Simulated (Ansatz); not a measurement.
`[F][Ga]([Cl])[SeH]`. Total charge 0; spin multiplicity 1. All single points use the PBE0-D4/def2-TZVP geometry. It is one conformer, not always the lowest.

```xyz
5

F     1.028   -0.945    1.821
Ga    0.309   -0.034    0.522
Cl    0.503    2.074    0.638
Se   -0.757   -1.180   -1.154
H    -1.083    0.085   -1.828
```

Question: What is the dipole moment at ωB97M-V/def2-TZVPP? (Best estimate.)

Answer: Ansatz gave: 2.14 D, with components (-1.09, 0.10, -1.84) D in this frame, pointing from negative to positive charge.

Question: And with PBE, r2SCAN, B3LYP? (An estimate is asked.)

Answer: Ansatz gave: PBE 2.16 D, r2SCAN 2.18 D, B3LYP 2.24 D.

Question: Give the Mulliken charges with ωB97M-V, PBE, r2SCAN in def2-TZVPP. (An estimate is asked.)

Answer: Ansatz gave: 
```csv
atom,ωB97M-V,PBE,r2SCAN
F1,-0.36,-0.31,-0.35
Ga2,0.64,0.57,0.66
Cl3,-0.22,-0.21,-0.24
Se4,-0.16,-0.13,-0.15
H5,0.10,0.08,0.09
```

B3LYP here is the variant with VWN-RPA as its local correlation; programs differ in this.
